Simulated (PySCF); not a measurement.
# Steps of a relaxation of Sm2S3

Sm2S3 (singlet in the valence; each metal's 4f electrons, 5 of them, lie in its core potential, out of spins and levels). PySCF 2.14.0, RKS r2SCAN, Sm lcecp-1-SVP with ECP51, S def2-SVP; non-relativistic Hamiltonian with scalar-relativistic core potentials where named; density fitting; no spin-orbit coupling. Origin of the start: template. Columns: position (Å) and force (eV/Å). Energies are counted from the last step; some of the 8 steps are shown. Forces carry noise of the integration grid, about 0.01 to 0.03 eV/Å.

Run from Python with OMP_NUM_THREADS=2. Where DIIS fails, smearing, a level shift and second-order steps follow.
It took 82 s on 2 threads of Arm Neoverse V1 (shared host), from the converged density of the start.

```xyz
5
step 0  E = 0.922 eV
Sm    0.0000    0.0000    1.6945     0.00    0.00    0.42
Sm    0.0000    0.0000   -1.6945     0.00    0.00   -0.42
S     1.8271    0.0000    0.0000     2.88    0.00    0.00
S    -0.9135    1.5823    0.0000    -1.44    2.50    0.00
S    -0.9135   -1.5823    0.0000    -1.44   -2.50    0.00
```

```xyz
5
step 2  E = 0.046 eV
Sm    0.0000    0.0000    1.6365    -0.01    0.00   -0.50
Sm    0.0000    0.0000   -1.6365    -0.01    0.00    0.50
S     2.0135    0.0000    0.0000     0.35    0.00    0.00
S    -1.0067    1.7437    0.0000    -0.17    0.30    0.00
S    -1.0068   -1.7437    0.0000    -0.17   -0.30    0.00
```

```xyz
5
step 5  E = 0.000 eV
Sm    0.0000    0.0000    1.5955     0.00    0.00   -0.06
Sm    0.0000    0.0000   -1.5955     0.00    0.00    0.06
S     2.0639    0.0000    0.0000    -0.05    0.00    0.00
S    -1.0320    1.7874    0.0000     0.03   -0.04    0.00
S    -1.0320   -1.7874    0.0000     0.03    0.04    0.00
```

Problem. Where does the relaxation end?

Solution. It converges at step 7 in D3h:
```xyz
5
step 7  E = 0
Sm    0.0000    0.0000    1.5943
Sm    0.0000    0.0000   -1.5943
S     2.0610    0.0000    0.0000
S    -1.0305    1.7849    0.0000
S    -1.0305   -1.7848    0.0000
```

Problem. How did the contacts change?

Solution. 
```
   contact  start (Å)  end (Å)
Sm1–S3 (S)      2.492    2.606
Sm1–S4 (S)      2.492    2.606
Sm1–S5 (S)      2.492    2.606
```


No frequency check is given that shows the relaxed geometry to be a minimum. An lcecp potential fixes the number of 4f electrons, so in runs with it no electron can move into or out of that shell.
